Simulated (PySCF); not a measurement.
# Optical rotation: `[O-][C@H]1[C@H](C#C)C1(F)F`, [C5H3F2O]-, charge -1

Geometry:
| atom | x (Å) | y (Å) | z (Å) |
| --- | --- | --- | --- |
| C1 | 2.165 | 0.046 | 1.286 |
| C2 | 1.199 | -0.295 | 0.652 |
| C3 | 0.022 | -0.645 | -0.030 |
| C4 | -1.365 | 0.214 | 0.173 |
| O5 | -2.488 | -0.339 | 0.342 |
| C6 | -0.552 | 0.246 | -1.099 |
| F7 | -0.920 | -0.344 | -2.280 |
| F8 | 0.162 | 1.371 | -1.457 |
| H9 | 3.014 | 0.328 | 1.833 |
| H10 | -0.138 | -1.701 | -0.212 |
| H11 | -1.095 | 1.122 | 0.766 |

Total charge -1.

The calculation used TDDFT CAM-B3LYP/def2-SVPD circular dichroism and optical rotation, one conformer, gas phase in PySCF. Geometry: GFN2-xTB.

For a gas-phase anion, states above the detachment energy (about 2.2 eV, taken as minus the energy of the highest occupied orbital) lie in the continuum and depend on the basis.

Stereocentres: C3 S, C4 S.

Give the optical rotatory dispersion at 633, 589.3, 546, 436, 405, 365, 355 nm.

[α] in deg dm⁻¹ (g/mL)⁻¹:
| λ (nm) | origin-invariant length gauge | modified velocity gauge | length gauge (centre of mass) | isotropic polarisability (au) |
| --- | --- | --- | --- | --- |
| 633 | -145.3 | -158.3 | -159.8 | 80.3 |
| 589.3 | -179.8 | -194.5 | -197.1 | 80.8 |
| 546 | -228.5 | -245.2 | -249.5 | 81.5 |
| 436 | -511.4 | -532.1 | -551.3 | 84.7 |
| 405 | -696.5 | -715.3 | -747.1 | 86.3 |
| 365 | -1139.2 | -1143.6 | -1212.5 | 89.3 |
| 355 | -1318.1 | -1313.5 | -1399.7 | 90.3 |

And for the mirror image at 589.3 nm?

+179.8 deg dm⁻¹ (g/mL)⁻¹ (origin-invariant length gauge): the same size and the opposite sign.

What is the molar rotation [Φ] = [α]·M/100 of the geometry above at 589.3 nm?

With M = 117.08 g/mol, -210.6 deg cm² dmol⁻¹ (origin-invariant length gauge).

The first excitation lies at 4.69 eV (265 nm) with R = +5.8 × 10⁻⁴⁰ esu² cm² (velocity form).
